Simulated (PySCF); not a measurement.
Estimate the missing entries of this data sheet.

Species: C₆H₅FO.
SMILES: `OC1=CC=C(F)C=C1`

Conformer (atom-mapped SMILES and torsion angles): `[OH:1][c:2]1[cH:3][cH:4][c:5]([F:6])[cH:7][cH:8]1`: H–O1–C2–C3 1°.

```tsv
property	level	value
point group	PBE0-D3(BJ)/def2-SVP	?
rotational constants A, B, C	PBE0-D3(BJ)/def2-SVP	5.653, 1.457, 1.158 GHz
dipole moment	PBE0/pcSseg-1	2.07 D
HOMO energy	PBE0/pcSseg-1	-6.52 eV
LUMO energy	PBE0/pcSseg-1	-0.60 eV
13C chemical shifts (computed TMS as zero) by class	GIAO PBE0/pcSseg-1	?
1H chemical shifts (computed TMS as zero) by class	GIAO PBE0/pcSseg-1	7.02 (2 H), 6.70 (2 H), 3.69 (1 H) ppm
isotropic shieldings of nuclei other than C and H, by class	GIAO PBE0/pcSseg-1	?
largest of the computed one-bond spin–spin couplings (means over like bonds)	B3LYP/pcJ-1, spin–dipole term left out for some pairs	19F–13C -306.5, 13C–1H +169.3 (×2), 13C–1H +166.2 (×2), 17O–1H -78.3, 13C–13C +77.1 (×2), 13C–13C +71.9 (×2), 13C–13C +67.4 (×2), 17O–13C +20.8 Hz
```

Gas-phase values; electronic properties from PySCF, density fitting. Geometry: PBE0-D3(BJ)/def2-SVP, one conformer, isolated molecule. NMR classes are plain means over equivalent atoms (diastereotopic ones count apart unless rotation or inversion swaps them), as if these changed places fast; in this geometry the members of some classes differ.

Question: The isotropic shieldings of nuclei other than C and H, by class?

Answer: 216 (1 O), 303 (1 F) ppm.

Question: What is the point group?

Answer: Cs.

Question: What are the 13C chemical shifts (computed TMS as zero) by class?

Answer: 163.5 (1 C), 157.6 (1 C), 121.7 (2 C), 118.8 (2 C) ppm.

With B = h/(8π²I), that is 505.379 GHz u Å² over I, the principal moments of inertia are 89.4, 346.9 and 436.3 u Å² (most abundant isotopes); the inertial defect Ic − Ia − Ib is 0.0 u Å² (zero for a rigid planar frame, negative otherwise). The rotational constants make it an asymmetric top with κ = (2B − A − C)/(A − C) = -0.87, nearer the prolate limit (−1). In atomic units the dipole is 0.82 e·bohr (1 au = 2.5417 D). A dipole of 2.07 D is allowed in Cs, and pure rotational transitions are dipole-allowed.
